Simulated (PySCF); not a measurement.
## UHF on Ge⁺ (germanium, charge +1)

Configuration: [Ar] 3d10 4s2 4p1, 2P determinant. Computed with PySCF 2.14 in aug-cc-pVDZ-DK, with the spin-free X2C one-electron Hamiltonian (Gaussian nucleus).

| Property | Result |
| --- | --- |
| Total energy | -2096.687206 hartree |
| One-electron energy | -2911.8283 hartree |
| Hartree (Coulomb) energy | 893.5099 hartree |
| Exchange energy | -78.3687 hartree |
| ⟨S²⟩ | 0.7596 |
| ⟨L²⟩ | 2.029 |
| Sum of ⟨r⟩ | 20.76 bohr |
| Sum of ⟨r²⟩ | 28.66 bohr² |
| Traceless quadrupole moment −½Σ⟨3z² − r²⟩ along its main axis | -3.20 e·bohr² |
| Langevin diamagnetic susceptibility | -22.7 ×10⁻⁶ cm³/mol |
| Time after the integrals | 0.08 s of wall time on 1 thread of Neoverse-V2 (shared host) |

```tsv
shell	electrons	mean orbital energy (hartree)	spread (hartree)	rms radius, mean of both spins (bohr)
1s α	1	-411.15667	0	0.0542
1s β	1	-411.15431	0	0.0542
2s α	1	-53.77836	0	0.227
2s β	1	-53.77736	0	0.227
2p α	3	-46.87332	0.00155	0.203
2p β	3	-46.87082	0.00473	0.203
3s α	1	-7.74874	0	0.667
3s β	1	-7.74416	0	0.667
3p α	3	-5.55329	0	0.701
3p β	3	-5.54704	0.01752	0.701
3d α	5	-1.93761	0.01125	0.815
3d β	5	-1.93384	0.01856	0.815
4s α	1	-0.90470	0	2.24
4s β	1	-0.82016	0	2.24
4p α	1	-0.57098	0	2.79
```

Densities and radii are taken from the X2C orbitals without a picture-change correction, which distorts them close to the nucleus.
